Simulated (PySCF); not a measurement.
C2H5BO3, SMILES OB(C)C(O)=O.

Coordinates come from a PBE-D3(BJ)/def2-SVP optimisation. This is a generated structure with no PubChem entry under its InChIKey; it may be hypothetical. One conformer was computed; it need not be the lowest.

All values below come from PySCF with PBE-D3(BJ)/def2-SVP.

No scaling factor is applied to the harmonic values.

```json
[
 {"mode": "1", "ν (cm⁻¹)": "64", "IR (km/mol)": "0.0", "moving atoms (share of kinetic energy)": "H 56 %, O 39 %"},
 {"mode": "2", "ν (cm⁻¹)": "95", "IR (km/mol)": "2.0", "moving atoms (share of kinetic energy)": "H 50 %, O 42 %, C 8 %"},
 {"mode": "3", "ν (cm⁻¹)": "172", "IR (km/mol)": "3.0", "moving atoms (share of kinetic energy)": "O 51 %, C 25 %, H 21 %"},
 {"mode": "4", "ν (cm⁻¹)": "296", "IR (km/mol)": "1.0", "moving atoms (share of kinetic energy)": "B 38 %, H 31 %, C 19 %, O 13 %"},
 {"mode": "5", "ν (cm⁻¹)": "300", "IR (km/mol)": "19.5", "moving atoms (share of kinetic energy)": "O 60 %, H 22 %, C 16 %"},
 {"mode": "6", "ν (cm⁻¹)": "426", "IR (km/mol)": "17.5", "moving atoms (share of kinetic energy)": "O 65 %, C 14 %, H 13 %, B 9 %"},
 {"mode": "7", "ν (cm⁻¹)": "526", "IR (km/mol)": "21.7", "moving atoms (share of kinetic energy)": "O 40 %, C 27 %, H 17 %, B 16 %"},
 {"mode": "8", "ν (cm⁻¹)": "547", "IR (km/mol)": "0.1", "moving atoms (share of kinetic energy)": "H 53 %, C 36 %, B 8 %"},
 {"mode": "9", "ν (cm⁻¹)": "697", "IR (km/mol)": "25.0", "moving atoms (share of kinetic energy)": "O 49 %, C 25 %, H 24 %"},
 {"mode": "10", "ν (cm⁻¹)": "726", "IR (km/mol)": "148.6", "moving atoms (share of kinetic energy)": "H 68 %, O 16 %, C 16 %"},
 {"mode": "11", "ν (cm⁻¹)": "817", "IR (km/mol)": "5.6", "moving atoms (share of kinetic energy)": "H 58 %, C 25 %, O 15 %"},
 {"mode": "12", "ν (cm⁻¹)": "830", "IR (km/mol)": "75.1", "moving atoms (share of kinetic energy)": "H 75 %, C 9 %, O 9 %"},
 {"mode": "13", "ν (cm⁻¹)": "856", "IR (km/mol)": "0.3", "moving atoms (share of kinetic energy)": "H 49 %, B 28 %, C 23 %"},
 {"mode": "14", "ν (cm⁻¹)": "987", "IR (km/mol)": "76.9", "moving atoms (share of kinetic energy)": "H 56 %, B 28 %, C 9 %"},
 {"mode": "15", "ν (cm⁻¹)": "1141", "IR (km/mol)": "336.2", "moving atoms (share of kinetic energy)": "O 46 %, H 37 %, C 15 %"},
 {"mode": "16", "ν (cm⁻¹)": "1206", "IR (km/mol)": "63.7", "moving atoms (share of kinetic energy)": "H 74 %, B 12 %, O 9 %"},
 {"mode": "17", "ν (cm⁻¹)": "1268", "IR (km/mol)": "70.5", "moving atoms (share of kinetic energy)": "H 56 %, C 24 %, B 10 %, O 10 %"},
 {"mode": "18", "ν (cm⁻¹)": "1347", "IR (km/mol)": "19.3", "moving atoms (share of kinetic energy)": "H 62 %, C 18 %, B 12 %"},
 {"mode": "19", "ν (cm⁻¹)": "1376", "IR (km/mol)": "6.9", "moving atoms (share of kinetic energy)": "H 96 %"},
 {"mode": "20", "ν (cm⁻¹)": "1379", "IR (km/mol)": "64.2", "moving atoms (share of kinetic energy)": "C 37 %, H 37 %, B 19 %, O 8 %"},
 {"mode": "21", "ν (cm⁻¹)": "1440", "IR (km/mol)": "115.0", "moving atoms (share of kinetic energy)": "B 56 %, H 21 %, O 16 %"},
 {"mode": "22", "ν (cm⁻¹)": "1730", "IR (km/mol)": "184.9", "moving atoms (share of kinetic energy)": "C 62 %, O 35 %"},
 {"mode": "23", "ν (cm⁻¹)": "2970", "IR (km/mol)": "0.0", "moving atoms (share of kinetic energy)": "H 97 %"},
 {"mode": "24", "ν (cm⁻¹)": "3041", "IR (km/mol)": "2.4", "moving atoms (share of kinetic energy)": "H 91 %, C 9 %"},
 {"mode": "25", "ν (cm⁻¹)": "3089", "IR (km/mol)": "10.0", "moving atoms (share of kinetic energy)": "H 91 %, C 9 %"},
 {"mode": "26", "ν (cm⁻¹)": "3507", "IR (km/mol)": "107.0", "moving atoms (share of kinetic energy)": "H 94 %"},
 {"mode": "27", "ν (cm⁻¹)": "3560", "IR (km/mol)": "27.2", "moving atoms (share of kinetic energy)": "H 94 %"}
]
```
